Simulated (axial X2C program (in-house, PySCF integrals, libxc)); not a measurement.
## Which functional? An output for CdB

An SCF output computed with an in-house relativistic program for diatomic molecules for CdB at 2.413 Å, two-component, state Ω = 1/2, Cd dyall-v3z [12s12p8d3f2g], B dyall-v3z [7s6p2d1f] (cores contracted in-house), without its first line:

```
basis functions 169  fitting functions 915  grid points 5083
iter        total energy     max residual
   1      -5616.000348522     3.07e-06
   2      -5616.000348523     3.07e-06
converged
one-electron -7837.88084271  Coulomb 2331.72036470  exact exchange -39.24327073  xc functional -120.18315152  nuclear repulsion 52.63262769  atomic mean-field constant -3.04607595
```

**Question.** Which level of theory produced it?
A. HF
B. PBE0
C. PW91

**Answer.** B. The exact-exchange term against the functional term shows a share of 0.25 of exact exchange.
